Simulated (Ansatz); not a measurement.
Born–Oppenheimer molecular dynamics of ClF3H2OW (8 atoms, charge 0, multiplicity 1). It goes on from the last frame of an earlier run, with new velocities.

Level of theory: Ansatz, RKS PBE0/def2-SVP.

| Property | Result |
| --- | --- |
| ensemble | NVT, Nosé–Hoover chain |
| time step | 0.25 fs |
| steps asked | 100 |
| set temperature | 300 K |
| thermostat | time constant 50 fs, chain length 3 |
| seed | 715700 |

Frames 0.5 fs apart, positions in Å.

Velocities at 10 fs (Å/ps):

```
W -0.13 -0.12 0.52
Cl -1.30 0.80 -1.42
F 1.64 -2.60 -4.99
H -5.61 16.96 19.44
F -3.56 -0.23 1.16
O 1.01 -1.89 -2.42
H 22.41 9.29 20.14
F 3.89 2.64 1.35
```

```xyz
8
Properties=species:S:1:pos:R:3 time_fs=10 energy_less_start_eV=0.055 T=231
W 0.006 -0.126 -0.189
Cl 0.188 -0.174 2.379
F 1.759 0.399 -0.575
H -0.027 1.256 0.757
F -1.833 0.204 -0.325
O 0.220 -1.892 0.275
H 0.189 -2.127 1.275
F -0.200 -0.179 -2.090
8
Properties=species:S:1:pos:R:3 time_fs=10.5 energy_less_start_eV=0.067 T=215
W 0.006 -0.126 -0.189
Cl 0.187 -0.174 2.379
F 1.760 0.397 -0.577
H -0.029 1.265 0.767
F -1.835 0.204 -0.324
O 0.221 -1.893 0.274
H 0.200 -2.121 1.283
F -0.198 -0.177 -2.089
8
Properties=species:S:1:pos:R:3 time_fs=11 energy_less_start_eV=0.074 T=207
W 0.006 -0.126 -0.188
Cl 0.187 -0.173 2.378
F 1.760 0.396 -0.580
H -0.032 1.274 0.775
F -1.836 0.204 -0.323
O 0.221 -1.894 0.273
H 0.212 -2.114 1.287
F -0.196 -0.176 -2.088
8
Properties=species:S:1:pos:R:3 time_fs=11.5 energy_less_start_eV=0.071 T=210
W 0.006 -0.126 -0.188
Cl 0.186 -0.173 2.377
F 1.761 0.395 -0.582
H -0.035 1.282 0.781
F -1.838 0.203 -0.322
O 0.222 -1.895 0.273
H 0.225 -2.106 1.286
F -0.194 -0.175 -2.087
8
Properties=species:S:1:pos:R:3 time_fs=12 energy_less_start_eV=0.061 T=223
W 0.006 -0.126 -0.188
Cl 0.185 -0.172 2.376
F 1.761 0.393 -0.584
H -0.038 1.290 0.786
F -1.839 0.203 -0.322
O 0.222 -1.896 0.272
H 0.238 -2.097 1.281
F -0.191 -0.173 -2.086
8
Properties=species:S:1:pos:R:3 time_fs=12.5 energy_less_start_eV=0.047 T=241
W 0.006 -0.126 -0.188
Cl 0.185 -0.172 2.375
F 1.761 0.392 -0.587
H -0.040 1.298 0.789
F -1.840 0.203 -0.321
O 0.222 -1.897 0.272
H 0.251 -2.087 1.272
F -0.189 -0.172 -2.084
8
Properties=species:S:1:pos:R:3 time_fs=13 energy_less_start_eV=0.033 T=260
W 0.006 -0.126 -0.187
Cl 0.184 -0.172 2.374
F 1.761 0.390 -0.589
H -0.043 1.304 0.790
F -1.841 0.203 -0.320
O 0.222 -1.898 0.272
H 0.265 -2.076 1.260
F -0.187 -0.171 -2.083
8
Properties=species:S:1:pos:R:3 time_fs=13.5 energy_less_start_eV=0.023 T=272
W 0.006 -0.126 -0.187
Cl 0.183 -0.171 2.372
F 1.761 0.389 -0.591
H -0.045 1.309 0.789
F -1.842 0.202 -0.319
O 0.222 -1.899 0.273
H 0.279 -2.064 1.246
F -0.185 -0.170 -2.081
8
Properties=species:S:1:pos:R:3 time_fs=14 energy_less_start_eV=0.022 T=274
W 0.006 -0.126 -0.187
Cl 0.182 -0.171 2.371
F 1.761 0.387 -0.593
H -0.047 1.312 0.785
F -1.842 0.202 -0.318
O 0.222 -1.900 0.273
H 0.292 -2.053 1.232
F -0.182 -0.168 -2.079
8
Properties=species:S:1:pos:R:3 time_fs=14.5 energy_less_start_eV=0.027 T=268
W 0.005 -0.126 -0.187
Cl 0.182 -0.171 2.370
F 1.760 0.386 -0.595
H -0.048 1.314 0.780
F -1.843 0.201 -0.316
O 0.222 -1.901 0.273
H 0.307 -2.042 1.219
F -0.180 -0.167 -2.077
8
Properties=species:S:1:pos:R:3 time_fs=15 energy_less_start_eV=0.033 T=260
W 0.005 -0.126 -0.186
Cl 0.181 -0.171 2.368
F 1.759 0.384 -0.597
H -0.050 1.315 0.772
F -1.843 0.201 -0.315
O 0.222 -1.902 0.273
H 0.321 -2.032 1.209
F -0.178 -0.166 -2.075
8
Properties=species:S:1:pos:R:3 time_fs=15.5 energy_less_start_eV=0.033 T=261
W 0.005 -0.126 -0.186
Cl 0.180 -0.170 2.367
F 1.759 0.383 -0.598
H -0.051 1.314 0.763
F -1.843 0.200 -0.314
O 0.222 -1.903 0.272
H 0.336 -2.024 1.203
F -0.175 -0.164 -2.073
```

Of the whole run (25 fs, mean temperature of the second half 337 K): The conserved energy stayed within 0.042 meV per atom of its start (net change 0.026 meV per atom), so the integration is sound. The mean temperature of the second half is 12 % above the set value. A run of 0.025 ps of so small a system gives no equilibrium averages.

Time of the run: 12 min on 2 threads of Intel(R) Xeon(R) Platinum 8259CL CPU @ 2.50GHz (Skylake/Cascade Lake), with other jobs on the host, peak memory 0.3 GiB.
